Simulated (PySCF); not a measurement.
Compound: C6H10F2.
SMILES with atom numbers: `[F:1][C:2]1([F:3])[CH2:4][CH2:5][CH2:6][CH2:7][CH2:8]1` (hydrogens: H9, H10 on C4; H11, H12 on C5; H13, H14 on C6; H15, H16 on C7; H17, H18 on C8)

Computed geometry: GFN2-xTB, gas phase.

(1) What internal coordinates does the optimisation give?

## Answers

(1) 
```csv
bond,length (Å)
"F1–C2, C2–F3",1.370
"C2–C4, C2–C8",1.522
"C4–C5, C7–C8",1.527
"C5–C6, C6–C7",1.526
C4–H9 and 3 like bonds,1.091
C5–H11 and 3 like bonds,1.091
"C6–H13, C6–H14",1.092
```

Bonds in one row agree within 0.01 Å and their mean is given. A selection of angles:
```csv
angle,degrees
F1–C2–F3,104.2
F1–C2–C4,109.9
C4–C2–C8,113.3
C2–C4–C5,110.2
C4–C5–C6,110.6
C5–C6–C7,110.1
```

Torsions: F1–C2–C4–C5 69° (synclinal); C2–C4–C5–C6 56° (synclinal); C4–C5–C6–C7 -59° (synclinal); C5–C6–C7–C8 59° (synclinal); C6–C7–C8–C2 -56° (synclinal); F1–C2–C8–C7 -69° (synclinal).

Of the pairs four or more bonds apart, F1···H12 is among the closest relative to their van der Waals radii: 2.67 Å, 100 % of the sum of Bondi's values. The 6-membered ring C2–C4–C5–C6–C7–C8 has internal angles of 110.1° to 113.3° (sum 665°, against 720° for a flat polygon); it is puckered, 0.24 Å rms from its mean plane, widest ring torsion 59°.

Point group: Cs (every atom within 0.08 Å of its image). Whether it is a minimum is left open (no frequencies). One conformer, not necessarily the lowest.
